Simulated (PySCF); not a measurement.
Species: C₃H₁₂GeN₂.
Numbering: `[CH3:1][N:2]([GeH3:3])[CH2:4][CH2:5][NH2:6]` (hydrogens: H7, H8, H9 on C1; H10, H11, H12 on Ge3; H13, H14 on C4; H15, H16 on C5; H17, H18 on N6)

Structure used (PBE0-D3(BJ)/def2-SVP), in Å, numbered top down from 1:
```
atom  x, y, z in Å
C1    -1.022    1.620   -0.062
N2    -0.898    0.285    0.464
Ge3   -1.572   -1.088   -0.575
C4     0.264    0.055    1.284
C5     1.551   -0.229    0.511
N6     1.395   -1.459   -0.238
H7    -1.988    1.738   -0.580
H8    -1.002    2.363    0.756
H9    -0.230    1.911   -0.787
H10   -3.074   -0.733   -0.746
H11   -1.442   -2.400    0.216
H12   -0.982   -1.211   -1.999
H13    0.417    0.932    1.941
H14    0.071   -0.800    1.959
H15    2.412   -0.224    1.212
H16    1.728    0.593   -0.203
H17    1.502   -2.274    0.363
H18    2.074   -1.545   -0.989
```

Level of theory: TDDFT CAM-B3LYP/def2-SVPD, vertical, gas phase, core orbitals frozen in the response in PySCF. The CAM-B3LYP/def2-SVPD calculation is non-relativistic and has no spin–orbit coupling, an omission that weighs most on germanium.

Kohn–Sham orbitals with the atoms that hold most of them (Löwdin shares over 4%, at most four atoms; ? is withheld):

| orbital | ε (eV) | atoms |
| --- | --- | --- |
| LUMO+2 | 1.86 | C1 16%, Ge3 13%, H18 11%, H17 9% |
| LUMO+1 | 1.58 | Ge3 34%, H12 9%, H11 9%, H10 8% |
| LUMO | 1.06 | ? |
| HOMO | -7.26 | N2 52%, C1 9%, Ge3 8%, C4 7% |
| HOMO-1 | -8.58 | ? |
| HOMO-2 | -10.36 | Ge3 29%, H10 20%, N2 14%, C4 8% |
| HOMO-3 | -10.47 | Ge3 36%, H11 30%, H10 11%, C1 6% |

Give the leading atoms of the HOMO-1.

N6 (bonded to C and 2 H) 56%; C5 (bonded to C, N and 2 H) 9%; H15 (bonded to C) 5%; N2 (bonded to 2 C and Ge) 5%. By element: nitrogen 61%, carbon 9% or more, hydrogen 5% or more.

Give the leading atoms of the LUMO.

Ge3 (bonded to N and 3 H) 27%; C5 (bonded to C, N and 2 H) 9%; H17 (bonded to N) 7%; H18 (bonded to N) 6%. By element: germanium 27%, hydrogen 14% or more, carbon 9% or more.

How does S1 compare with the orbital gap of 8.32 eV?

S1 is at 5.57 eV (f = 0.012), 2.75 eV below the gap, made of HOMO→LUMO (79%), HOMO→LUMO+2 (12%). Without the coupling terms of the response equations the lowest excitation would equal the gap.

Next come S2 at 6.00 eV (f 0.031), HOMO→LUMO+1 (51%), HOMO→LUMO (14%), HOMO→LUMO+3 (14%); S3 at 6.32 eV (f 0.0057), HOMO-1→LUMO (43%), HOMO→LUMO+2 (24%), HOMO→LUMO+1 (11%); S4 at 6.48 eV (f 0.0046), HOMO→LUMO+3 (71%), HOMO→LUMO+1 (19%); S5 at 6.68 eV (f 0.049), HOMO→LUMO+4 (47%), HOMO→LUMO+2 (20%), HOMO-1→LUMO (10%).

One conformer stands for the species.
